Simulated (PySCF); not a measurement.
Excitation energy of Ne(2+) by level of theory

Ne(2+) [He] 2s2 2p4 (3P) → Ne(2+) [He] 2s1 2p5, s spin flipped, as a difference of total energies. Computed with PySCF 2.14 in aug-cc-pVDZ-DK (4s3p2d, 23 functions), with the spin-free X2C one-electron Hamiltonian (Gaussian nucleus). Correlated levels: valence: 1s2 frozen. The calculations carry no spin-orbit coupling.

| method | excitation energy (eV) |
| --- | --- |
| UHF | 33.040 |
| MP2 (valence) | 30.970 |
| SCS-MP2 (valence) | 30.684 |

Question: How much does correlation contribute at MP2 (valence)?

Answer: 30.970 − (33.040) = -2.070 eV, measured against UHF.

The upper determinant mixes two multiplicities, so it lies between the two terms.

The coupled-cluster amplitudes are large for the upper state (T1 above 0.03 or a double amplitude above 0.15), so a single reference is strained.
